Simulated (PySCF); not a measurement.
C₂FNSe.
Numbering: `[N:1]#[C:2][C:3]([F:4])=[Se:5]`

Computed with MP2 and CCSD/aug-cc-pVDZ in PySCF, restricted Hartree–Fock reference, 13 core orbitals frozen, non-relativistic, gas phase, PBE0-D3(BJ)/def2-SVP geometry.

E(HF) = -2629.39965 Eh.

Question: How large is the problem?

Answer: 128 basis functions and 62 electrons; 13 orbitals frozen, which leaves o = 18 correlated occupied and v = 97 virtual orbitals. That is o·v = 1746 singles and o·v(o·v + 1)/2 = 1525131 distinct closed-shell doubles amplitudes before symmetry; the costliest CCSD step grows as o²v⁴ = 2.9 × 10^10.

Question: What are the MP2 and CCSD correlation energies?

Answer: MP2 -0.7673 Eh and CCSD -0.7755 Eh, which gives totals of -2630.16693 and -2630.17519 Eh. That is 0.586 eV for each correlated electron at CCSD (2036 kJ/mol in all, 0.029 % of the total energy); MP2 gives 98.9 % of the CCSD value.

Question: What is the T1 diagnostic?

Answer: 0.0149, below the customary warning level of 0.02. It is the norm of the spatial-orbital singles amplitudes over the root of the number of correlated electrons, so the norm is 0.089.

Question: How does correlation change the dipole moment?

Answer: HF gives 1.94 D and CCSD (unrelaxed density) 2.11 D, a change of +0.17 D.

No triples correction and no basis-set extrapolation were made.
